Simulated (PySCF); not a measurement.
How the method moves the HOMO and LUMO of `CC1=C(F)[C@@]1(C)F`

Compound: C₅H₆F₂.
Geometry (PBE0-D3(BJ)/def2-SVP, Å), atoms numbered from 1 in this order:
```xyz
13
C5H6F2 angstrom
C     -2.0181   -0.1245   -0.0261
C     -0.6695    0.4549   -0.1378
C      0.2207    1.2960   -0.5813
F      0.4879    2.3220   -1.3510
C      0.7494    0.3300    0.3564
C      1.6638   -0.8283    0.0612
F      0.9915    0.7595    1.6538
H     -2.3546   -0.0990    1.0218
H     -2.7442    0.4248   -0.6409
H     -2.0160   -1.1795   -0.3428
H      1.4544   -1.6615    0.7493
H      1.5333   -1.1793   -0.9714
H      2.7137   -0.5330    0.2052
```

Basis pcSseg-1 throughout (PySCF), one geometry. Isolated species at its PBE0-D3(BJ)/def2-SVP geometry, gas phase.

How do the orbital energies, the gap and the dipole change with the method?

```csv
method,kind,HOMO (eV),LUMO (eV),gap (eV),μ (D),SCF cycles
BLYP,GGA,-6.32,-0.36,5.97,2.37,15
OPBE,GGA,-6.47,-0.36,6.10,2.38,15
B97-D,GGA,-6.47,-0.40,6.07,2.43,15
PBE,GGA,-6.48,-0.48,6.00,2.39,14
B97-2,global hybrid,-7.51,0.48,7.99,2.57,14
BHandHLYP,global hybrid,-8.86,1.69,10.56,2.71,12
wB97X-D,range-separated hybrid,-9.60,2.37,11.97,2.62,14
HF,Hartree–Fock,-10.50,3.86,14.37,2.86,11
```

The HOMO spans 4.18 eV, from BLYP down to HF, and the gap runs from 5.97 eV (BLYP) to 14.37 eV (HF). Over the methods BLYP (0 %), OPBE (0 %), B97-D (0 %), PBE (0 %), B97-2 (21 %), BHandHLYP (50 %), HF (100 %), a straight line through the gap against the share of exact exchange rises by 0.84 eV for each 10 % (correlation coefficient 0.999). The dipole ranges from 2.37 D (BLYP) to 2.86 D (HF). This basis has no diffuse functions.
